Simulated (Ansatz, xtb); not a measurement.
Molecule: WH$_{6}$ (charge 0, singlet). 
Structure (B3LYP-D3(BJ)/def2-TZVP (Ansatz, a first-principles code) minimum search):
```xyz
7

W      0.0303    -0.0122    -0.0074
H     -1.1267     0.0336     1.1930
H     -0.8271     1.4080     0.1646
H     -0.2194    -0.9924    -1.3903
H     -1.5654    -0.0272    -0.4923
H      0.5029    -0.8924     1.3844
H      0.9962     1.3705    -0.3088
```
Charge 0, spin multiplicity 1.

Harmonic wavenumbers from GFN2-xTB (xtb, at its own minimum), cm⁻¹: 685, 685, 685, 783, 783, 783, 1193, 1193, 1193, 1335, 1352, 1352, 1353, 1407, 1407.

Problem. Give the harmonic wavenumbers at B3LYP-D3(BJ)/def2-TZVP (Ansatz, finite differences of forces, unscaled).

Solution. 688, 689, 772, 828, 886, 886, 939, 939, 1163, 1965, 1965, 1988, 2061, 2061, 2093 cm⁻¹. Zero-point energy 28.5 kcal/mol.

Problem. From these and the geometry, give the ideal-gas thermochemistry at 298.15 K and 1 atm (rigid rotor, harmonic oscillator).

Solution. Point group C3v, rotational symmetry number 3. Rotational constants 44.5, 43.67, 43.67 GHz. S(trans) 41.63, S(rot) 16.69, S(vib) 1.65, S(elec, spin only) 0.00, S 60.0 cal/(mol K). H(298) - H(0) 2.76 kcal/mol; G - E(el) 13.4 kcal/mol.
